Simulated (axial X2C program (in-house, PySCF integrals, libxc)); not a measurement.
## Worked dissociation energy of SbCl⁺: CCSD(T), spin-free

Calculated with an axial X2C code built on PySCF integrals. Spin-free means the one-electron spin-free X2C Hamiltonian. Basis: Sb dyall-cv3z [11s12p8d4f1g], Cl dyall-av3z [9s8p3d2f] (cores contracted in-house); Gaussian nuclei, density fitting, unrestricted open shells. Masses: Sb 120.904 u, Cl 34.969 u.

Molecular state: M_S = 1/2, Λ = 1 (beyond evenly filled blocks: π+α).

Correlated methods: 11 electrons correlated (number of frozen shells: Sb 4 s, 3 p, 2 d; Cl 2 s, 1 p), 257 virtual spin orbitals or spinors in MP2, 90 natural virtuals in coupled cluster.

- E(Sb+) (2M_S = 2, M_L = 0): -6477.787748 hartree
- E(Cl) (2M_S = 1, M_L = 0): -461.095853 hartree
- E(SbCl⁺) at Re: -6939.007065 hartree
- ωe: 442.4 cm⁻¹
- ωexe: 1.19 cm⁻¹

(1) Work out De and D0.

Occupations by symmetry block were frozen at the best pattern of an incomplete PBE0 search. Dissociation energies refer to the lowest single-determinant-based atoms at the same level and basis. CCSD and (T) use frozen natural virtuals with an MP2 correction for the truncation; (T) itself is uncorrected, so its De runs slightly low. With the outer-core shells frozen, correlated bond lengths of heavy atoms tend to come out a few hundredths of an ångström too long. Spin-free De lacks the spin–orbit lowering of the heavy p-block atom, a tenth of an eV or more for 4p and 5p, up to an eV for 6p and one to two eV for 7p atoms, less what an open-shell molecule gains itself.

Each atomic determinant is the lowest at this level and need not be a pure term. Totals compare only within one Hamiltonian and basis.

Answers

(1) De = -6477.787748 + (-461.095853) − (-6939.007065) = 0.12346 hartree = 3.360 eV. The zero-point energy is ωe/2 − ωexe/4 = 221 cm⁻¹ = 0.027 eV, so D0 = 3.332 eV.
